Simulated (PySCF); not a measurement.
Si(Cl)2(Me)(SiH3) (CH6Cl2Si2), SMILES C[Si]([SiH3])(Cl)Cl. Geometry: TPSSh-D3(BJ)/def2-SVP.

The numbers are results of TPSSh-D3(BJ)/def2-SVP (PySCF), not measurements.

Harmonic wavenumbers (cm⁻¹): 97, 113, 117, 169, 180, 186, 198, 389, 508, 516, 531, 570, 731, 799, 802, 887, 945, 948, 1280, 1443, 1443, 2245, 2254, 2269, 3033, 3135, 3138. Rotational constants (GHz): 1.630, 1.542, 1.172; symmetry number 1.

Problem. Work out the zero-point energy and the ideal-gas rigid-rotor harmonic-oscillator thermochemistry at 298.15 K and 1 atm.

Solution. ZPE = ½ Σ hcν = ½ × 28929 cm⁻¹ = 173.04 kJ/mol. H − E(el) = 198.87 kJ/mol. Entropy in J/(mol K): translation 170.83, rotation 121.67, vibration 98.49, total 390.99. G − E(el) = 82.29 kJ/mol. Cp = 130.79 J/(mol K). Modes under 150 cm⁻¹ make the vibrational entropy uncertain.
